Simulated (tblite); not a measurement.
Start geometry of `C#CC(=O)O[Si@@H](C)CC#N` from a force field or distance geometry (Å):
```
atom  x, y, z in Å
C1     4.254   -1.182   -0.368
C2     3.078   -1.127   -0.045
C3     1.705   -1.091    0.347
O4     1.018   -2.080    0.635
O5     1.086    0.145    0.381
Si6   -0.535    0.505    0.778
C7    -0.840    2.252    0.122
C8    -1.683   -0.723    0.052
C9    -2.986   -0.739    0.729
N10   -4.022   -0.727    1.259
H11    5.260   -1.211   -0.667
H12   -0.762    0.521    2.224
H13   -0.683    2.261   -0.958
H14   -0.017    2.869    0.565
H15   -1.814    2.638    0.454
H16   -1.827   -0.569   -1.029
H17   -1.240   -1.734    0.162
```

Task: What comes out of this run: GFN2-xTB geometry optimisation, gas phase (tblite 0.8.0)?

Result: 
```
atom  x, y, z in Å
C1     4.139   -1.056   -0.555
C2     3.030   -1.041   -0.097
C3     1.703   -1.046    0.465
O4     1.216   -1.982    1.041
O5     1.071    0.106    0.272
Si6   -0.458    0.404    0.877
C7    -0.812    2.148    0.245
C8    -1.689   -0.856    0.115
C9    -3.038   -0.473    0.386
N10   -4.109   -0.140    0.611
H11    5.110   -1.068   -0.958
H12   -0.419    0.257    2.330
H13   -0.711    2.215   -0.835
H14   -0.141    2.880    0.683
H15   -1.827    2.430    0.500
H16   -1.555   -0.914   -0.968
H17   -1.517   -1.852    0.528
```

The energy falls by 12.1 kcal/mol over 109 L-BFGS steps, the largest force on an atom goes from 3.28 to 0.008 eV/Å, and the atoms move by 0.359 Å rms after alignment. The bond that changes most is Si6–C8 (oxygen-bound silicon to sp3 carbon bound to silicon), which lengthens by 0.088 Å. Bonds longer at the end by more than 0.005 Å: 2 of 16; shorter: 10. Among the angles that change most is C7–Si6–H12, from 107.9° to 115.5°. Among the dihedrals that turn most is H12–Si6–C8–C9, from 37° to 73°. Rotational constants go from 2379, 576.2, 481.3 to 2664, 568.8, 497.6 MHz. The orientation of the end geometry is arbitrary; only internal coordinates are fixed.

Time: 1.6 s. Hardware: an Arm Neoverse N1 with one thread (shared host).

Its GFN2-xTB frequencies are all real (lowest 31 cm⁻¹). One conformer, not necessarily the lowest.

These are computed values.
